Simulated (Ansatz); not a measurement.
Ansatz (an electronic-structure program) input (X2C-CCSD(T)/cc-pVTZ-DK):

Ansatz 0.2 input:
```yaml
crystal:
  periodic: [false, false, false]
  atoms:
    - {symbol: Si, position_ang: [-0.04185350, 0.73400620, 0.53857384]}
    - {symbol: O, position_ang: [-1.10443199, -0.51229067, 0.62940057]}
    - {symbol: C, position_ang: [-2.01919452, -0.85599893, -0.40089755]}
    - {symbol: O, position_ang: [1.10350696, 0.52851328, -0.61749730]}
    - {symbol: C, position_ang: [2.09575939, -0.48675816, -0.58434460]}
    - {symbol: H, position_ang: [0.57680673, 0.78831211, 1.87917769]}
    - {symbol: H, position_ang: [-0.73468714, 1.98051711, 0.15243866]}
    - {symbol: H, position_ang: [-1.50218703, -1.31825501, -1.24601436]}
    - {symbol: H, position_ang: [-2.73649112, -1.56845842, 0.00576365]}
    - {symbol: H, position_ang: [-2.56327593, 0.02268198, -0.76177925]}
    - {symbol: H, position_ang: [1.66099925, -1.46691569, -0.79759249]}
    - {symbol: H, position_ang: [2.84066119, -0.25842512, -1.34623147]}
    - {symbol: H, position_ang: [2.59213409, -0.52878211, 0.39043049]}
basis:
  gaussian:
    orbitals: cc-pVTZ-DK
magnetization: {spin_polarized: false}
correlation: {method: ccsd_t, electrons: outside_noble_gas}
```

End of the output:

```
integrals: 1.86 GiB planned
1517 factors; integrals over basis functions are off by at most 9.0e-4 eV
mean field: 1.32 GiB planned
mean field evaluation 1: about -14144.7335 eV, gradient 4.2e1 eV
mean field evaluation 2: about -14145.0414 eV, gradient 4.2e1 eV
mean field evaluation 4: about -14148.7430 eV, gradient 4.4e0 eV
mean field evaluation 8: about -14148.7981 eV, gradient 1.8e-1 eV
mean field evaluation 16: about -14147.4430 eV, gradient 2.4e1 eV
mean field -14148.79825028 eV, -519.9587452980 hartree, gradient 1.7e-6 eV, S^2 0.000000; 0 other end points of the search recorded, 0 dependent functions left out
9 core orbitals not correlated
reference -14148.79825028 eV, -519.9587452980 hartree; 16, 16 occupied and 241, 241 virtual orbitals, 1517 factors
second order -25.83508223 eV of doubles, -0.00000000 eV of singles
coupled cluster: 4.25 GiB planned
cycle   1  -26.24053865 eV  change   -4.1e-1 eV  update   1.1e-1
cycle   2  -26.88492965 eV  change   -6.4e-1 eV  update   3.0e-2
cycle   3  -27.02284008 eV  change   -1.4e-1 eV  update   1.5e-2
cycle   4  -27.00826006 eV  change    1.5e-2 eV  update   3.2e-3
cycle   5  -27.00852855 eV  change   -2.7e-4 eV  update   1.6e-3
cycle   6  -27.00933457 eV  change   -8.1e-4 eV  update   4.6e-4
cycle   7  -27.00903885 eV  change    3.0e-4 eV  update   1.9e-4
cycle   8  -27.00897820 eV  change    6.1e-5 eV  update   4.8e-5
cycle   9  -27.00899673 eV  change   -1.9e-5 eV  update   1.7e-5
perturbative correction -0.96985707 eV, -0.0356415900 hartree
Total energy: -14176.77710409 eV, -520.9869492106 hartree
Relativity: scalar
```
